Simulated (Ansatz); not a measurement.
C8H16O can be A, `CC(C)C(=O)C(C)(C)C`, or B, `CCCCC(C=O)CC`.

Computed with Ansatz on PBE0-D4/def2-TZVP structures; ΔE is electronic, products minus reactants. CCSD(T)/CBS adds triple-zeta CCSD(T) − MP2 to the extrapolated MP2 energy (def2 sets, frozen cores). DFT in def2-TZVPP. B3LYP here is the variant with VWN-RPA as its local correlation; programs differ in this. Each species was taken in one conformer, which may not be the lowest.

A:

```xyz
25

C     1.892    1.443    0.935
C     0.813    0.379    1.110
C     0.254    0.390    2.528
C    -0.317    0.650    0.124
O    -0.934    1.684    0.195
C    -0.640   -0.402   -0.936
C    -1.037   -1.704   -0.233
C     0.604   -0.637   -1.798
C    -1.787    0.083   -1.809
H     2.328    1.417   -0.066
H     1.466    2.436    1.094
H     2.696    1.290    1.658
H     1.249   -0.603    0.908
H     1.056    0.237    3.254
H    -0.490   -0.397    2.675
H    -0.224    1.350    2.734
H    -1.922   -1.560    0.391
H    -1.276   -2.464   -0.982
H    -0.235   -2.098    0.394
H     0.908    0.280   -2.308
H     1.451   -1.002   -1.214
H     0.381   -1.387   -2.562
H    -2.020   -0.668   -2.568
H    -2.683    0.267   -1.214
H    -1.532    1.017   -2.311
```

B:

Z-matrix (Å, degrees):
```
C
C 1 1.520
H 1 1.092 2 111.2
H 1 1.094 2 111.0 3 -119.7
H 1 1.092 2 112.0 3 120.0
C 2 1.523 1 114.0 3 176.3
H 2 1.096 1 109.6 3 -61.0
H 2 1.095 1 109.1 3 54.6
C 6 1.522 2 114.3 1 64.1
H 6 1.097 2 109.4 1 -58.5
H 6 1.097 2 108.9 1 -173.6
C 9 1.523 6 112.6 2 176.4
H 9 1.094 6 110.3 2 -61.9
H 9 1.097 6 109.1 2 54.4
C 12 1.507 9 110.9 6 -67.1
C 12 1.538 9 113.4 6 169.7
H 12 1.096 9 109.7 6 49.9
O 15 1.200 12 124.7 9 147.3
H 15 1.115 12 115.2 9 -34.2
C 16 1.521 12 115.3 9 60.8
H 16 1.094 12 108.0 9 -176.2
H 16 1.095 12 107.5 9 -61.6
H 20 1.092 16 111.9 12 -59.9
H 20 1.092 16 110.4 12 -179.5
H 20 1.093 16 111.9 12 61.2
```

Q: Which isomer does CCSD(T)/CBS put lower? Give the gap. (Estimate.)

A: The calculation gave: A, by 11.1 kcal/mol.

Q: Give E(B) − E(A) in kcal/mol with CCSD(T)/def2-TZVPP, CCSD/def2-TZVPP, B2PLYP, PBE-D4, HF/def2-TZVPP, ωB97M-V, B3LYP. (Best estimate.)

A: Ansatz gave: CCSD(T)/def2-TZVPP 11.3, CCSD/def2-TZVPP 10.3, B2PLYP 9.6, PBE-D4 10.3, HF/def2-TZVPP 6.9, ωB97M-V 11.2, B3LYP 7.7. None reverses the order clearly.

Largest T1 diagnostic: 0.011.

The D4 term adds +2.7 kcal/mol with B3LYP and +1.5 kcal/mol with PBE0; it sums over pairs of atoms, weighted by their polarisabilities, and B3LYP, whose exchange is more repulsive, gets the larger term. In def2-TZVPP, CCSD(T) changes the Hartree–Fock value by +4.4 kcal/mol (the triples alone add +1.0 kcal/mol) and MP2 by +5.6 kcal/mol.
